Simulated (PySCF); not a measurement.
C6H16SSi, SMILES CS[SiH2]CC(C)(C)C at its GFN2-xTB optimised geometry (Å):

```
24

C      3.7092     1.1795     2.6388
S      3.0464     0.6073     1.0483
Si     0.9575     0.5419     1.5517
C      0.1052    -0.1215     0.0000
C     -1.4275    -0.1215     0.0000
C     -1.9648    -0.8659     1.2215
C     -1.9603     1.3109     0.0000
C     -1.9129    -0.8311    -1.2696
H      3.2811     2.1462     2.8858
H      4.7840     1.2676     2.5214
H      3.4772     0.4540     3.4124
H      0.5845     1.9025     1.9473
H      0.8424    -0.3339     2.7209
H      0.4530    -1.1459    -0.1591
H      0.4557     0.4494    -0.8636
H     -1.5274    -1.8593     1.2872
H     -3.0456    -0.9719     1.1559
H     -1.7306    -0.3259     2.1354
H     -1.6751     1.8295     0.9113
H     -1.5678     1.8655    -0.8493
H     -3.0464     1.3108    -0.0655
H     -1.5285    -0.3339    -2.1575
H     -2.9998    -0.8267    -1.3199
H     -1.5759    -1.8655    -1.2836
```

Calculation: PySCF with B3LYP/def2-SVP. Cells within 0.4 Å of a nucleus heavier than hydrogen are left out (blank, or x).

Map of the electron localisation function on the plane z = 0.8 Å:

```
|0000000000000000000000000000000|
|0000000000000000000000000000000|
|0000000000000000000000000000000|
|0000000000000000000000000000000|
|0000000000000000000000000000000|
|0000000000000000000000000000000|
|0000000000100000000000000000000|
|0000000003662000121000000000000|
|0000000028998000341000232100000|
|0000111149999200441003676520000|
|0000365259999201342126888741000|
|0001588558998101332257999862000|
|0000377545762003432468723874100|
|00000121123210278213781xx585100|
|00000000012322589523771x1786200|
|0000001114764358995357768986300|
|0000489866995246885225899986300|
|0002999984585114542013788875100|
|0004999984463002320001577763000|
|0002899975886101320000144410000|
|0000588536999300110000000000000|
|0000021016999500000000000000000|
|0000000005999400000000000000000|
|0000000002676100000000000000000|
|0000000000110000000000000000000|
|0000000000000000000000000000000|
|0000000000000000000000000000000|
|0000000000000000000000000000000|
|0000000000000000000000000000000|
|0000000000000000000000000000000|
|0000000000000000000000000000000|
```
Scale: ten equal steps from 0.000 (start of '0') to 0.998 (end of '9'), in the order '0123456789'; x runs from -5.50 to 5.50, y from -5.50 (bottom) to 5.50 (top).
